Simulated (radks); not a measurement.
Values are calculated unless marked as measured or tabulated.
Q: Species: neutral strontium. Configuration: [Kr] 5s2. Code: a radial shooting solver on a logarithmic mesh with Libxc functionals. Model: Dirac Kohn-Sham, PBE, spin-unpolarised, spherical densities, finite nucleus; Fermi nuclear charge, rms radius 4.224 fm.

Spin-orbit splittings of the eigenvalues, e(l+1/2) - e(l-1/2), with zeta = 2 splitting/(2l+1) and mean radii in bohr:

shell  occ.  splitting (eV)  zeta (eV)  <r> j=l-1/2  <r> j=l+1/2
2p        6           68.41      45.61       0.1475       0.1517
3p        6           10.49      6.991       0.4913       0.5018
3d       10               ?          ?       0.4962       0.4998
4p        6           1.160     0.7734        1.545        1.579

Estimate the 3d splitting.

A: 1.830 eV (zeta = 0.7320 eV).
